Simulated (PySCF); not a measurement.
CH₅BFNO, SMILES OB(CF)N.

Coordinates come from a PBE0-D3(BJ)/def2-SVP optimisation. The structure was generated by enumeration, and PubChem lists no compound with its InChIKey, so it may never have been made. One conformer was computed; it need not be the lowest.

The numbers are results of TDDFT-PBE/def2-SVPD in PySCF 2.14.0, not measurements.

Vertical excitations.  State labels are in the subgroup Cs.

Computed lowest excited states:
```csv
state,symmetry,energy (eV),λ (nm),f,main pairs
S1,A",5.99,207,0.007,HOMO→LUMO 100 %
S2,A',6.45,192,0.026,HOMO−1→LUMO 100 %
S3,A",6.95,178,0.009,HOMO→LUMO+1 95 %
S4,A",7.01,177,0.002,HOMO−2→LUMO 96 %
S5,A',7.47,166,0.007,HOMO−1→LUMO+1 99 %
S6,A",7.52,165,0.005,HOMO→LUMO+3 99 %
S7,A",7.89,157,0.006,HOMO−1→LUMO+2 95 %
S8,A',7.94,156,0.129,"HOMO→LUMO+2 69 %, HOMO→LUMO+6 14 %"
S9,A",8.02,155,0.001,HOMO−2→LUMO+1 97 %
S10,A',8.02,155,0.000,HOMO−1→LUMO+3 92 %
T1,A",5.84,212,0,HOMO→LUMO 100 %
T2,A',6.37,195,0,HOMO−1→LUMO 100 %
T3,A',6.65,186,0,HOMO→LUMO+2 98 %
T4,A",6.82,182,0,HOMO→LUMO+1 96 %
```
Triplets are in the Tamm–Dancoff approximation, which puts them higher than full response would, so one can lie above its singlet here.
